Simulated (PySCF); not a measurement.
# Mayer bond orders and bond lengths

Compound: C4H7F4PSi.
SMILES with atom numbers: `[F:1]/[C:2]([SiH3:3])=[P:4]/[CH2:5][CH2:6][C:7]([F:8])([F:9])[F:10]` (hydrogens: H11, H12, H13 on Si3; H14, H15 on C5; H16, H17 on C6)

Structure used (GFN2-xTB), in Å, numbered top down from 1:
```
atom  x, y, z in Å
F1     2.3712   -2.2943   -0.3008
C2     1.6367   -1.1397   -0.3159
Si3    2.3122    0.0035    1.0512
P4     0.4231   -1.1818   -1.4796
C5    -0.3450    0.5223   -1.2988
C6    -1.7779    0.4643   -0.7708
C7    -1.8257    0.0008    0.6687
F8    -1.0836    0.7680    1.4826
F9    -3.0743    0.0268    1.1602
F10   -1.3840   -1.2563    0.8260
H11    1.7243    1.3393    0.9770
H12    2.0000   -0.6517    2.3172
H13    3.7515    0.0701    0.8047
H14    0.2689    1.1634   -0.6682
H15   -0.3777    0.9560   -2.3013
H16   -2.3830   -0.2309   -1.3571
H17   -2.2437    1.4523   -0.8050
```

Bond orders from the PBE0/pcSseg-1 density (PySCF). Isolated species at its GFN2-xTB geometry (one conformer only). GFN2-xTB frequencies show an imaginary mode (38i cm⁻¹), so this geometry is no minimum at that level.

Question: Where do the orders between heavy atoms depart from those drawn in the SMILES?

Answer: The largest departure is 0.274, at C2–P4 (drawn double, 1.726). Drawn single, order below 0.88: F1–C2 (0.856) and C2–Si3 (0.824).

Question: Give the Mayer order of every bond, beside its length.

Answer: 
```json
{"bond": "F1–C2", "drawn as": "single", "length (Å)": "1.369", "Mayer order": "0.856"}
{"bond": "C2–Si3", "drawn as": "single", "length (Å)": "1.906", "Mayer order": "0.824"}
{"bond": "C2–P4", "drawn as": "double", "length (Å)": "1.682", "Mayer order": "1.726"}
{"bond": "P4–C5", "drawn as": "single", "length (Å)": "1.878", "Mayer order": "0.929"}
{"bond": "C5–C6", "drawn as": "single", "length (Å)": "1.528", "Mayer order": "1.012"}
{"bond": "C6–C7", "drawn as": "single", "length (Å)": "1.513", "Mayer order": "1.020"}
{"bond": "C7–F8", "drawn as": "single", "length (Å)": "1.342", "Mayer order": "0.975"}
{"bond": "C7–F9", "drawn as": "single", "length (Å)": "1.342", "Mayer order": "1.004"}
{"bond": "C7–F10", "drawn as": "single", "length (Å)": "1.342", "Mayer order": "0.989"}
{"bond": "Si3–H11", "drawn as": "single", "length (Å)": "1.461", "Mayer order": "0.929"}
{"bond": "Si3–H12", "drawn as": "single", "length (Å)": "1.459", "Mayer order": "0.945"}
{"bond": "Si3–H13", "drawn as": "single", "length (Å)": "1.462", "Mayer order": "0.938"}
{"bond": "C5–H14", "drawn as": "single", "length (Å)": "1.089", "Mayer order": "0.926"}
{"bond": "C5–H15", "drawn as": "single", "length (Å)": "1.093", "Mayer order": "0.940"}
{"bond": "C6–H16", "drawn as": "single", "length (Å)": "1.092", "Mayer order": "0.930"}
{"bond": "C6–H17", "drawn as": "single", "length (Å)": "1.093", "Mayer order": "0.930"}
```

By pair of heavy elements: C–F: lowest F1–C2 (0.856, 1.369 Å), highest C7–F9 (1.004, 1.342 Å). C–P: lowest P4–C5 (0.929, 1.878 Å), highest C2–P4 (1.726, 1.682 Å). C–C: all 2 within 0.02 of one another (1.012 to 1.020).

Question: Sum the orders of all bonds at each heavy atom with more than one neighbour and set the sums beside the valence in the SMILES.

Answer: C2 3.406 (drawn 4), Si3 3.636 (drawn 4), P4 2.655 (drawn 3), C5 3.807 (drawn 4), C6 3.892 (drawn 4), C7 3.988 (drawn 4). Orders between atoms that aren't bonded are not in these sums.

The Mayer order sums products of elements of PS (density times overlap matrix) between the two atoms' basis functions, so it depends on the basis set.
